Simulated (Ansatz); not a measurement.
Geometry optimisation, DFT PBEsol, scalar-relativistic, plane waves, PAW in Ansatz 0.2.0.

The input (input.yaml):

```yaml
crystal:
  lattice:
    - [4.58, 0.0, 0.0]
    - [2.29, 3.966396, 0.0]
    - [0.0, 0.0, 17.382645]
  atoms:
    - { symbol: Be, position: [-0.1666667, 0.3333333, 0.0575286] }
    - { symbol: Be, position: [0.3333333, 0.3333333, 0.0575286] }
    - { symbol: Be, position: [-0.1666667, 0.8333333, 0.0575286] }
    - { symbol: Be, position: [0.3333333, 0.8333333, 0.0575286] }
    - { symbol: Be, position: [0.0, 0.0, 0.1607474] }
    - { symbol: Be, position: [0.5, 0.0, 0.1607474] }
    - { symbol: Be, position: [0.0, 0.5, 0.1607474] }
    - { symbol: Be, position: [0.5, 0.5, 0.1607474] }
    - { symbol: Be, position: [-0.1666667, 0.3333333, 0.2639662] }
    - { symbol: Be, position: [0.3333333, 0.3333333, 0.2639662] }
    - { symbol: Be, position: [-0.1666667, 0.8333333, 0.2639662] }
    - { symbol: Be, position: [0.3333333, 0.8333333, 0.2639662] }
    - { symbol: Be, position: [0.0, 0.0, 0.3671849] }
    - { symbol: Be, position: [0.5, 0.0, 0.3671849] }
    - { symbol: Be, position: [0.0, 0.5, 0.3671849] }
    - { symbol: Be, position: [0.5, 0.5, 0.3671849] }
    - { symbol: I, position: [-0.0001901, 0.2568297, 0.4891456] }
basis:
  ecutwfc: 420.0
kpoints:
  mp_grid: { grid: [4, 4, 1] }
hamiltonian:
  xc: pbesol
scf:
  occupations: { method: gaussian, width: 0.15 }
  lower_state_search: "off"
relax:
  f_tol: 0.03
  max_steps: 60
  adjacent_minimum: "off"
  constraints: [{ sites: [0, 1, 2, 3] }]
```

Run as:

```bash
$ ansatz run input.yaml --threads 1 --pin off --max-ram 3072MiB --backend cpu --events-out ev --progress --plain --runs-dir out
```

Problem. Where does it end, and by what steps?

Solution. The forces met the threshold. Limits of this set-up: coarse k mesh, thin slab, slab without dipole correction, odd electron count without spin. After 5 steps the energy has fallen by 0.236 eV; I17 moved furthest, 0.66 Å.

| step | energy less start (eV) | largest force component (eV/Å) | accepted |
| --- | --- | --- | --- |
| 0 | 0.0000 | 0.833 | yes |
| 1 | -0.0920 | 0.406 | yes |
| 2 | -0.1424 | 0.266 | yes |
| 3 | -0.1972 | 0.346 | yes |
| 4 | -0.2349 | 0.051 | yes |
| 5 | -0.2356 | 0.005 | yes |

```xyz
17
Lattice="4.5800 0.0000 0.0000 2.2900 3.9664 0.0000 0.0000 0.0000 17.3826" Properties=species:S:1:pos:R:3
Be 0.000 1.322 1.000
Be 2.290 1.322 1.000
Be 1.145 3.305 1.000
Be 3.435 3.305 1.000
Be 0.000 0.006 2.786
Be 2.290 0.000 2.771
Be 1.140 1.980 2.786
Be 3.440 1.980 2.787
Be 0.000 1.322 4.603
Be 2.290 1.316 4.549
Be 1.139 3.309 4.548
Be 3.440 3.309 4.549
Be 0.000 -0.045 6.366
Be 2.291 0.000 6.228
Be 1.184 2.006 6.367
Be 3.398 2.005 6.367
I 0.002 1.320 8.498
```

Whether the end is a true minimum wasn't checked by a vibrational analysis.

Run time: 41 s on 1 thread of Arm Neoverse V2, on a shared host, peak memory 0.44 GiB.
